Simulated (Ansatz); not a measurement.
Basis-set extrapolation for `NC1=C[SiH2]C1` (PBE0-D4/def2-TZVP geometry, frozen core, Ansatz). Multiplicity 1, RHF reference.

|  | def2-TZVPP | def2-QZVPP |
| --- | --- | --- |
| HF | -461.107248 | -461.124142 |
| MP2 correlation | -0.819029 | -0.873958 |
| CCSD(T) correlation | -0.898054 | not run |

Energies in hartree. Use E(X) = E(∞) + A·exp(−7.88·√X) for Hartree–Fock and E(X) = E(∞) + B·X^(−2.97) for correlation, with X = 3 and 4, and add CCSD(T) minus MP2 of the smaller set to the MP2 limit.

Task: What is the CCSD(T) energy at the basis-set limit?

Result: HF limit: -461.124142 + (-0.016894) × 0.13774 = -461.12647. MP2 limit: -0.873958 + (-0.054929) × 0.74074 = -0.91465. Higher-order term: -0.898054 − (-0.819029) = -0.07903. Total: -462.12015 hartree, 3.13 eV below CCSD(T)/def2-TZVPP.
